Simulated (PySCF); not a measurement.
Species: C5H7NS.
Structure used (PBE0-D3(BJ)/def2-SVP), in Å, numbered top down from 1:
```
atom  x, y, z in Å
C1    -2.354    0.443    0.426
N2    -1.444   -0.599    0.042
C3    -0.104   -0.449    0.301
C4     0.573    0.663    0.755
C5     1.980    0.442    0.845
C6     2.360   -0.814    0.474
S7     0.995   -1.761   -0.017
H8    -3.375    0.160    0.137
H9    -2.106    1.377   -0.104
H10   -2.342    0.661    1.513
H11   -1.798   -1.544    0.122
H12    0.083    1.599    1.021
H13    2.687    1.199    1.189
H14    3.355   -1.255    0.463
```

Theory: core-valence-separated Tamm–Dancoff BHandHLYP/aug-pcX-1 (pcseg-1 on H, def2-SVPD on S) in PySCF, non-relativistic, gas phase, PBE0-D3(BJ)/def2-SVP geometry. The energies are unshifted.

(1) List the carbon K-edge absorption lines.

(2) Give energies, oscillator strengths and core holes at the N K edge.

Answers

(1) 
```tsv
E (eV)	f	core hole on	main final orbital	polarisation
283.36	0.0559	C5	LUMO+2 (36 %)	normal to the local trigonal plane
283.68	0.0546	C6	LUMO+2 (49 %)	normal to the local trigonal plane
283.95	0.0491	C4	spread	normal to the local trigonal plane
284.65	0.0696	C3	LUMO+2 (45 %)	normal to the local trigonal plane
285.46	0.0359	C6	spread	in the local trigonal plane
285.64	0.0269	C4	LUMO+1/LUMO+2 (2 roots, f summed)	mixed
285.91	0.0157	C5	spread	in the local trigonal plane
286.19	0.0007	C4	LUMO (58 %)	–
286.22	0.0140	C1	LUMO (83 %)	–
286.31	0.0211	C6	LUMO+3 (39 %)	in the local trigonal plane
286.52	0.0069	C5	LUMO+1 (34 %)	mixed
286.60	0.0408	C3	spread	in the local trigonal plane
286.66	0.0073	C5	LUMO+2 (30 %)	normal to the local trigonal plane
286.78	0.0160	C1	LUMO+1 (58 %)	–
286.81	0.0024	C4	LUMO+4 (50 %)	in the local trigonal plane
286.88	0.0032	C4	LUMO+3 (47 %)	in the local trigonal plane
287.08	0.0007	C5	LUMO (41 %)	–
287.13	0.0028	C4	LUMO+6 (59 %)	normal to the local trigonal plane
287.20	0.0008	C5	LUMO+3 (33 %)	–
287.23	0.0360	C1	LUMO+6 (63 %)	–
287.27	0.0007	C4	LUMO+5 (54 %)	–
```

The first line with a tenth or more of the strongest one's intensity is at 283.36 eV (f = 0.056), with the hole on C5 (aromatic CH carbon), polarised normal to the local trigonal plane: a 1s→π* resonance. The strongest listed is at 284.65 eV (f = 0.070; C3, 1s→π*).

(2) 
```csv
E (eV),f,core hole on,main final orbital
400.01,0.0165,N2,LUMO (46 %)
400.64,0.0133,N2,LUMO+2 (50 %)
401.58,0.0042,N2,LUMO+1 (42 %)
402.20,0.0041,N2,spread
402.38,0.0067,N2,LUMO+6 (60 %)
402.58,0.0006,N2,LUMO+4 (45 %)
402.75,0.0053,N2,spread
```

The first line with a tenth or more of the strongest one's intensity is at 400.01 eV (f = 0.017), with the hole on N2 (aniline-type nitrogen). It is also the strongest listed.

Roots within 0.03 eV whose holes lie on the same, on equivalent or on shared atoms are summed into one line, and the highest roots are left out, as the search may have cut off their partners. Final orbitals are the ground state's empty Kohn–Sham orbitals. A dash: too weak, shared between unlike atoms, or no plane or axis to refer to.

Problem. What is the summed oscillator strength of the listed C K lines, and their intensity-weighted mean energy?

Solution. Σf = 0.461 over 21 lines from 283.36 to 287.27 eV; the weighted mean is 285.15 eV. The strongest line holds 15 % of the sum.

Only the lowest roots of each edge were sought.

One conformer stands for the species.
